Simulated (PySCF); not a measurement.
sulfur tetrafluoride (F4S), SMILES FS(F)(F)F.

The structure is a stationary point at TPSSh-D3(BJ)/def2-SVP.

Two levels are set side by side: TDA-PBE/def2-SVPD (PySCF) and TDA-B3LYP/def2-SVPD (PySCF). Vertical, same geometry. The lowest singlet is HOMO→LUMO 92 % with PBE and HOMO→LUMO 96 % with the other functional; states are paired by order. Differences are taken from unrounded values.

```json
[
 {"quantity": "lowest singlet excitation (eV)", "TDA-PBE": "5.89"},
 {"quantity": "lowest triplet excitation (TDA) (eV)", "TDA-PBE": "4.44"}
]
```

Q: These are the TDA-PBE values. What does TDA-B3LYP give? (Estimate from the structure and the level; the computed values follow.)

A: 
```csv
quantity,TDA-B3LYP,TDA-PBE minus TDA-B3LYP
lowest singlet excitation (eV),6.40,-0.51
lowest triplet excitation (TDA) (eV),4.67,-0.23
```

Functionals without exact exchange tend to place singlet excitations lower, as here. Differences between two approximate levels are no errors against the true value.

Rough cost on one machine, each run with all the roots and properties that it gave: TDA-B3LYP against TDA-PBE about 3 times.
